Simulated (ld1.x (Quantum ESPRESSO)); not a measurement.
# Configuration tests for phosphorus (P) (PAW)

P, PAW, made with ld1.x (Quantum ESPRESSO) 7.5 (revPBE, scalar-relativistic). Core [Ne], reference 3s2 3p3. Waves: 3s (bound): rcut 1.15, rcutus 1.40 bohr; 3s channel at -0.25 Ry: rcut 1.15, rcutus 1.40 bohr; 3p (bound): rcut 1.70, rcutus 2.05 bohr; 3p channel at 0.35 Ry: rcut 1.70, rcutus 2.05 bohr; 3d channel at 0.45 Ry: rcut 1.45, rcutus 1.60 bohr; 3d channel at 2.2 Ry: rcut 1.45, rcutus 1.60 bohr. Local part: all-electron potential smoothed inside 1.70 bohr (lloc = -1). Core correction: Bessel-smoothed model core inside 1.35 bohr. Augmentation charge: PSQ, inside the norm-conserving radii.

Energies are relative to the spin-unpolarised reference configuration 3s2 3p3; without spin polarisation the order of configurations can differ from experiment. The frozen-core shift is the all-electron ΔE with the core orbitals held at their reference shape minus the fully relaxed ΔE.

Q: Give the all-electron excitation energy and the error of the potential for: 3s2 3p2; 3s2 3p1; 3s2 3p0; 3s1 3p3; 3s2 3p3.3; 3s1 3p0; 3s2 3p2.5.

A:

```
valence configuration  charge  ΔE all-electron (eV)  error AE − PS (meV)  frozen-core shift (meV)
              3s2 3p2      +1                 9.707                 -1.2                     +1.0
              3s2 3p1      +2                28.832                 -8.5                     +8.8
              3s2 3p0      +3                58.533                  -37                      +39
              3s1 3p3      +1                18.825                 -2.0                     +2.9
            3s2 3p3.3    -0.3                -1.299                 +0.1                      0.0
              3s1 3p0      +4               110.427                 -129                     +131
            3s2 3p2.5    +0.5                 3.763                 -0.3                     +0.2
```
